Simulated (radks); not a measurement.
Species: Sc I. Configuration: [Ar] 4s2 4p1 (not the ground configuration).

All-electron calculation, scalar-relativistic Kohn-Sham, LDA (Slater exchange, Perdew-Wang correlation), spin-polarised, spherical densities, finite nucleus; open shells are filled with parallel spins first; Fermi nuclear charge, rms radius 3.5459 fm. Program: a radial shooting solver on a logarithmic mesh with Libxc functionals.

Energy parts (hartree):
total: -762.18911
kinetic: 767.53754
electron-nucleus: -1808.09652
Hartree: 315.23648
exchange-correlation: -36.86661

Orbitals (lengths in bohr, moments of r in powers of bohr; r(max) is where P^2 peaks):
orbital  occ.  eigenvalue (hartree)   r(max)      <r^4>      <r>
1s up       1             -161.3812  0.04791  0.0001337  0.07320
1s down     1             -161.3803  0.04791  0.0001337  0.07320
2s up       1             -17.64538   0.2843    0.03492   0.3446
2s down     1             -17.64455   0.2843    0.03492   0.3446
2p up       3             -14.52113   0.2323    0.02858   0.3083
2p down     3             -14.52010   0.2323    0.02858   0.3083
3s up       1              -2.23524   0.9218      2.756    1.064
3s down     1              -2.23319   0.9219      2.749    1.064
3p up       3              -1.44849   0.9582      4.157    1.146
3p down     3              -1.44618   0.9583      4.129    1.145
3d up       0              -0.30028    1.032      22.93    1.533
3d down     0              -0.29543    1.031      21.53    1.515
4s up       1              -0.22546    2.850      262.2    3.345
4s down     1              -0.20890    2.832      267.3    3.345
4p up       1              -0.10082    3.538      756.0    4.277
4p down     0              -0.08479    3.548      866.8    4.372
5s up       0              -0.01254    8.391      24950    10.12
5s down     0              -0.00916    8.867      36720    10.97

The highest occupied level is 4p up at -2.744 eV. The configuration is held as typed, so some empty levels lie below it. The spin density at the nucleus is -0.07955 e/bohr^3 (1s -0.01856, 2s -0.00129, 3s 0.00293, 4s -0.06263). The electron density at the nucleus is 7253 e/bohr^3 (large components only). The density falls to 0.001 e/bohr^3 at r = 5.19 bohr. Summed over all electrons, <r^2> = 59.69 bohr^2, which gives a Langevin (diamagnetic) susceptibility term of -47.3 x 10^-6 cm^3/mol.
